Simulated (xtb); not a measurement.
C₃H₃N₂, SMILES [N]1C=CN=C1 (connectivity only; charge and spin as stated), charge -1, multiplicity 1. All values are semi-empirical tight-binding results from xtb (GFN2-xTB unless named), good for trends rather than for accurate numbers. Coordinates come from a GFN2-xTB optimisation. The spin state was assumed, not searched. The isomer is the one that the SMILES or the coordinates give; other isomers of the formula were not compared.

Optimised geometry:

Bonded distances (Å): C1–C2 1.374, C1–N5 1.360, C1–H6 1.084, C2–N3 1.360, C2–H7 1.084, N3–C4 1.334, C4–N5 1.334, C4–H8 1.085. Bond angles (°): C2–C1–N5 109.2, C2–C1–H6 129.4, N5–C1–H6 121.5, C1–C2–N3 109.2, C1–C2–H7 129.4, N3–C2–H7 121.5, C2–N3–C4 102.6, N3–C4–N5 116.5, N3–C4–H8 121.7, N5–C4–H8 121.7, C1–N5–C4 102.6.
Charge -1, spin multiplicity 1.

```
Property                                         Value
--------------------------------------  --------------
point group as xtb finds it                        C2v
orbital gap                                    5.34 eV
zero-point energy                        35.2 kcal/mol
G − E(el) at 298.15 K (modified RRHO)    19.3 kcal/mol
static polarisability (D4 model)            52.3 bohr³
solvation energy, GFN2-xTB/ALPB(water)  -63.1 kcal/mol
solvation energy, GFN2-xTB/ALPB(dmf)    -53.5 kcal/mol
```

Computed IR lines (harmonic; lines under 4 % of the strongest left out, lines within 3 cm⁻¹ merged):
ν (cm⁻¹): 1493 (m), 2980 (m), 2990 (vs), 3013 (m) (against the strongest line: vs over 80 %, s over 45 %, m over 15 %, w over 4 %, vw less)

Question: Give the atomic charges and the Wiberg bond orders between heavy atoms. (The exact figures need the calculation; the answer reports its results.)

Answer: charges (e) C1 -0.01, C2 -0.01, N3 -0.41, C4 0.11, N5 -0.41, H6 -0.09, H7 -0.09, H8 -0.09. Bond orders C1–C2 1.52, C2–N3 1.32, N3–C4 1.43, C1–N5 1.32, C4–N5 1.43.
